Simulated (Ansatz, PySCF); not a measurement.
Gas-phase reaction R1 → P1, each structure at its B3LYP-D3(BJ)/def2-TZVP stationary point, reached from a drawn start; harmonic modes at that level show minima.
R1, C4H4 (SMILES C#CC=C) (charge 0, multiplicity 1):
```xyz
8

C     -1.14846     0.75025     0.54776
C     -0.58893    -0.32395    -0.01127
C      0.78767    -0.43095    -0.34122
C      1.94844    -0.55252    -0.63239
H     -0.56686     1.62988     0.78965
H     -2.20555     0.76925     0.77507
H     -1.20113    -1.19057    -0.24144
H      2.97493    -0.65148    -0.88635
```
P1, C4H4 (SMILES C=C=C=C) (charge 0, multiplicity 1):
```xyz
8

C      1.89452    -0.29739     0.31499
C      0.61584    -0.09665     0.10240
C     -0.61581     0.09669    -0.10239
C     -1.89450     0.29737    -0.31500
H      2.24223    -0.87343     1.16512
H      2.64818     0.10577    -0.35203
H     -2.24221     0.87348    -1.16509
H     -2.64816    -0.10584     0.35199
```

P less R. No zero-point or thermal terms.

Codes used: Ansatz (an electronic-structure program) with Gaussian orbitals; PySCF for the D3/D4 terms. Each number belongs to the level named beside it.

Q: One of these levels gives 3.67 kcal/mol for the reaction energy. Name it.
A) BLYP-D4/def2-TZVPP
B) PBE-D4/def2-TZVPP
C) B3LYP-D3(BJ)/def2-TZVPP
D) r2SCAN-D3(BJ)/def2-TZVPP

A: C, B3LYP-D3(BJ)/def2-TZVPP. The others give 1.02 (PBE-D4/def2-TZVPP), 1.56 (BLYP-D4/def2-TZVPP), 2.12 (r2SCAN-D3(BJ)/def2-TZVPP)
